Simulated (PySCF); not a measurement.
C7H7N.
Numbering: `[N:1]#[C:2][C:3]1=[CH:4][C@@H:5]2[CH2:6][C@@H:7]2[CH2:8]1`

Structure used (GFN2-xTB), in Å, numbered top down from 1:
```
atom  x, y, z in Å
N1     3.4336    1.0734    1.0336
C2     2.4071    0.7662    0.6209
C3     1.1568    0.3711    0.1238
C4     0.3338    1.1113   -0.6327
C5    -0.9173    0.3914   -0.9147
C6    -1.7271    0.0437    0.3129
C7    -0.7728   -0.9595   -0.2468
C8     0.6004   -1.0081    0.3958
H9     0.5342    2.1066   -0.9897
H10   -1.4244    0.5527   -1.8538
H11   -2.7836   -0.1285    0.1755
H12   -1.4759    0.5339    1.2418
H13   -1.1558   -1.8621   -0.6981
H14    1.2362   -1.7726   -0.0587
H15    0.5506   -1.2117    1.4681
```

NICS is the negative of the GIAO shielding at a point without a nucleus: at the ring centre (0) and 1 Å above and below it (1); zz is the component along the ring normal. Level: GIAO PBE0/pcSseg-1 (PySCF, non-relativistic, gas phase) on the GFN2-xTB geometry, one conformer.

Ring bond lengths (Å), with Mayer bond orders in brackets: C3–C4 1.341 (1.73), C4–C5 1.471 (1.05), C5–C7 1.514 (0.93), C7–C8 1.517 (1.02), C8–C3 1.512 (0.99); C5–C6 1.511 (0.91), C6–C7 1.493 (0.94), C7–C5 1.514 (0.93).

Problem. Give the NICS values of each ring in ppm.

Solution. 
```csv
ring,type,NICS(0),"NICS(1), two faces","NICS(1)zz, two faces",rms pucker (Å),"centre to ring atoms, mean (Å)"
C3–C4–C5–C7–C8,"5-membered carbocycle; formal bonds 1 double, 4 single",-6.6,-2.6 / -6.4,-2.8 / -2.9,0.02,1.25
C5–C6–C7,3-membered carbocycle; formal bonds all single,-42.5,-7.9 / -8.9,-22.1 / -23.8,0.00,0.87
```

Problem. What can be read from them?

Solution. 
- C3–C4–C5–C7–C8: mean NICS(1)zz -2.9 ppm, near zero. C5, C7, C8 have four or more neighbours, so the value isn't read as a sign of a π ring current.
- C5–C6–C7: mean NICS(1)zz -23.0 ppm, shielded. C5, C6, C7 have four or more neighbours, so the value isn't read as a sign of a π ring current. NICS(0) lies 34 ppm below the mean NICS(1).

Problem. List the ring angles and the Hirshfeld charges of the ring atoms.

Solution. 
- C3–C4–C5–C7–C8: C3 112.3° (+0.006 e), C4 111.1° (-0.011 e), C5 105.7° (-0.041 e), C7 107.6° (-0.032 e), C8 103.2° (-0.059 e); sum 539.9° against 540° for a flat convex ring.
- C5–C6–C7: C5 59.2° (-0.041 e), C6 60.5° (-0.083 e), C7 60.3° (-0.032 e); sum 180.0° against 180° for a flat convex ring.

Problem. How shielded are the nuclei of the rings and their hydrogens (means over atoms taken as equivalent)?

Solution. 
```csv
atoms,environment,σ isotropic (ppm)
C3,fully substituted alkene carbon,68.7
C4,alkene CH carbon,23.8
C5,sp3 carbon at a ring junction,157.1
C6,three-membered-ring carbon,166.4
C7,sp3 carbon at a ring junction,166.3
C8,allylic carbon,143.8
H9,vinylic hydrogen,24.69
H10,methine hydrogen,29.74
H11,methylene hydrogen,30.61
H12,methylene hydrogen,31.82
H13,methine hydrogen,29.91
H14,methylene hydrogen,28.78
H15,methylene hydrogen,29.11
```

On x86-64 server, one thread, on a shared host, this took 42 s of wall time (with the writing of density and orbital grids). This is the whole shielding run at PBE0/pcSseg-1, SCF included.
